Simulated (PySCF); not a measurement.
**Working out the ionisation energy of Re**

Re [Xe] 4f14 5d5 6s2 (6S) → Re⁺ [Xe] 4f14 5d5 6s1 (7S). Computed with PySCF 2.14 in aug-cc-pwCVDZ-PP with ECP60MDF, with scalar relativity through the core potential. Frozen: 5s2 5p6. Energies in hartree (1 hartree = 27.21139 eV):

| part | Re (lower) | Re⁺ (upper) |
| --- | --- | --- |
| UHF | -77.835918 | -77.618146 |
| CCSD correlation | -0.130982 | -0.078947 |
| (T) | -0.004420 | -0.000895 |

What does Hartree-Fock give?

(-77.618146) − (-77.835918) = 0.217772 hartree = 5.926 eV.

What do CCSD and CCSD(T) give?

The CCSD correlation energies differ by 0.052035 hartree = 1.416 eV and the triples by 0.003525 hartree = 0.096 eV, so CCSD gives 7.342 eV and CCSD(T) 7.438 eV.

Measured between the centres of the two terms (NIST): 7.834 eV, so CCSD(T) (valence) is off by -0.396 eV.

A double-zeta basis recovers only part of the correlation energy.

What remains against the reference includes basis incompleteness, the frozen core and higher excitations.
